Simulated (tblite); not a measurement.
Input of a run (GFN2-xTB geometry optimisation, gas phase (tblite 0.8.0)), started from a force field or distance geometry:
```
{"job": {"kind": "relax", "xc": "GFN2-xTB", "basis": "xTB"}, "charge": 0, "multiplicity": 1}
C     -3.033000     0.529400    -2.288400
C     -1.742200     0.317000    -2.311300
C     -1.163300    -0.974600    -1.739200
C     -0.245700    -0.677400    -0.643700
C      0.505200    -0.442900     0.298500
C      1.393300    -0.150400     1.355000
C      2.153700     0.109900     2.265400
C      3.070400     0.447900     3.382000
H     -3.721600    -0.204200    -1.875300
H     -3.498600     1.446200    -2.677000
H     -1.062300     1.070400    -2.726200
H     -1.953900    -1.683200    -1.453200
H     -0.578900    -1.404200    -2.555400
H      2.805600    -0.198800     4.253700
H      4.087500     0.299200     3.024000
H      2.976200     1.524900     3.679800
```

Output (eV, eV/Å):
```
step      E/eV     max force
  0    -572.56292    1.862
  1    -572.62369    2.321
  2    -572.70010    1.204
  3    -572.73539    1.155
  4    -572.75701    0.627
  5    -572.76135    1.058
  6    -572.77518    0.263
  7    -572.78250    0.240
  8    -572.79123    0.342
  9    -572.79563    0.190
 10    -572.79838    0.129
 11    -572.80010    0.118
 12    -572.80144    0.130
 13    -572.80224    0.074
 14    -572.80272    0.043
 15    -572.80308    0.047
 16    -572.80337    0.052
 17    -572.80360    0.034
 18    -572.80379    0.029
 19    -572.80399    0.043
 20    -572.80424    0.054
 21    -572.80452    0.045
 22    -572.80479    0.034
 23    -572.80501    0.033
 24    -572.80519    0.033
 25    -572.80533    0.030
 26    -572.80547    0.032
 27    -572.80559    0.030
 28    -572.80569    0.026
 29    -572.80577    0.023
 30    -572.80584    0.023
 31    -572.80592    0.029
 32    -572.80601    0.033
 33    -572.80610    0.024
 34    -572.80616    0.019
 35    -572.80621    0.018
 36    -572.80624    0.020
 37    -572.80628    0.016
 38    -572.80630    0.010
```

Q: Summarise the run.

A: The energy falls by 5.6 kcal/mol over 38 L-BFGS steps, the largest force on an atom goes from 1.86 to 0.010 eV/Å, and the atoms move by 0.073 Å rms after alignment. The bond that changes most is C5–C6 (both ends alkyne carbon), which shortens by 0.052 Å. Bonds longer at the end by more than 0.005 Å: 2 of 15; shorter: 12. Among the angles that change most is C2–C3–H13, from 104.8° to 109.6°. The energy never rose by more than 1e-5 eV on the way. The first step brought 25 % of the lowering.

Q: What are the final bond lengths?

A: C1=C2 1.319 Å, C2–C3 1.502 Å, C3–C4 1.448 Å, C4≡C5 1.207 Å, C5–C6 1.359 Å, C6≡C7 1.206 Å, C7–C8 1.443 Å, C1–H9 1.078 Å, C1–H10 1.077 Å, C2–H11 1.082 Å, C3–H12 1.094 Å, C3–H13 1.097 Å, C8–H14 1.091 Å, C8–H15 1.091 Å, C8–H16 1.091 Å. Numbering counts from 1 in the input's order; the species is `C=CCC#CC#CC`.

GFN2-xTB frequencies show an imaginary mode (30i cm⁻¹), so the point is no minimum at that level.

Conformer computed: `[CH2:1]=[CH:2][CH2:3][C:4]#[C:5][C:6]#[C:7][CH3:8]`: C1–C2–C3–C4 -120°.
